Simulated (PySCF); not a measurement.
AlF₂HS. Atoms are numbered in the order given.

```xyz
5

Al    -0.0039    -0.4535     0.0000
F     -1.3880    -1.3580     0.0000
F      1.4618    -1.2232     0.0000
S     -0.1155     1.7061     0.0000
H      1.2343     1.8291     0.0000
```
Charge 0, spin multiplicity 1.

Coordinates come from a B3LYP-D3(BJ)/def2-SVP optimisation. The values are those of a single conformer.

Level of theory: PySCF with HF/def2-TZVPD.

ESP charges are fitted to the potential on shells at 1.4 to 2.0 van der Waals radii. Atomic charges (e):

```csv
atom,ESP fit,IAO
Al1,[?],1.53
F2,[?],-0.63
F3,[?],-0.63
S4,[?],-0.37
H5,[?],0.10
```

**Question.** Complete the blanks. (Estimate from the structure and the level; the computed values follow.)

**Answer.** 
- Al1, ESP fit: 1.11
- F2, ESP fit: -0.42
- F3, ESP fit: -0.46
- S4, ESP fit: -0.40
- H5, ESP fit: 0.16
